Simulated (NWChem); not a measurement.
Species: CH6BeGe; SMILES [CH3][Be][GeH3]

Results from NWChem. Pople sets run with spherical d functions. Medium grid unless said otherwise, to which SCAN and Minnesota functionals are sensitive. Structure relaxed at the PBE0/def2-SVP level.

### Question
What does the run give for M06-2X/6-31G*? Quantities: highest occupied level (eV); orbital gap (eV); dipole (D).

### Answer
| Item | Value |
|---|---|
| highest occupied level (eV) | -8.60 |
| orbital gap (eV) | 8.68 |
| dipole (D) | 1.45 |
